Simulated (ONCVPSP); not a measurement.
**What one change does to a pseudopotential (tin, ONCV)**

ONCVPSP 4.0.1 input, shortened (lines: element, Z, core and valence counts, functional; n l f; lmax; l rc ep ncon nbas qcut; lloc lpopt rc5 dvloc0; l nproj debl; icmod fcfact rcfact), LDA (Perdew-Wang 92), scalar-relativistic:

```
  Sn 50.00    6    4  -001012      upf
    1    0    2.00
    2    0    2.00
    2    1    6.00
    3    0    2.00
    3    1    6.00
    3    2   10.00
    4    0    2.00
    4    1    6.00
    4    2   10.00
    5    0    1.00
    2
    0    1.40    0.00    4    9    6.70
    1    1.25    0.00    4    8   13.30
    2    1.30    0.00    5   10   12.10
    4    5    0.80    1.00
    0    3    3.20
    1    1    3.90
    2    2    3.40
    2    0.30    0.90
```

Change: p: qcut 19.7.

Cutoffs: the cutoffs (Ha) at which the residual kinetic energy of the hardest occupied pseudo-wave falls to 1 and 0.1 mHa per electron; they do not see the model core or the augmentation charge, which bear on the density cutoff. Errors are all-electron minus pseudo energies relative to the spin-unpolarised reference configuration.

Q: What does the change do?

A: The potential gets harder (51 Ha and 73 Ha → 104 Ha and 118 Ha); of the 4 tests that both files solve, the error grows in 3 and shrinks in 0 by more than 15 % and 0.3 meV (median size 123.6 → 239.1 meV); neither file shows a bound ghost. The waves are optimised to have the least kinetic energy above qcut, so the cutoff follows it (qcut²/2 in Ha).

| quantity | base | changed |
| --- | --- | --- |
| cutoff, loose | 51 Ha | 104 Ha |
| cutoff, tight | 73 Ha | 118 Ha |
| loose cutoff by channel | s 22 Ha, p 51 Ha, d 46 Ha | s 22 Ha, p 104 Ha, d 46 Ha |
| bound ghosts | none | none |
| GHOST(+) flags under 300 eV | s at 278.2 eV | s at 278.2 eV |
| error for 4s2 4p6 4d10 5s2 5p2, meV [ΔE -52.80 eV] | +348 | +691 |
| error for 4s2 4p6 4d10 5s2 5p1, meV [ΔE -45.70 eV] | +233 | +465 |
| error for 4s2 4p6 4d10 5s2, meV [ΔE -31.45 eV] | +1.6 | +2.0 |
| error for 4s2 4p6 4d10 5s0, meV [ΔE 41.56 eV] | -14 | -13 |
| s: phases at 1.42 bohr within 0.05 rad from the reference energy up to (Ha; the scan ends near 5) | to the end of the scan | to the end of the scan |
| p: phases at 1.27 bohr within 0.05 rad from the reference energy up to (Ha; the scan ends near 5) | -0.2 | -1.0 |
| d: phases at 1.32 bohr within 0.05 rad from the reference energy up to (Ha; the scan ends near 5) | to the end of the scan | to the end of the scan |
| rms error of d²Exc/dni dnj with the model core, mHa | 1.36 | 1.27 |
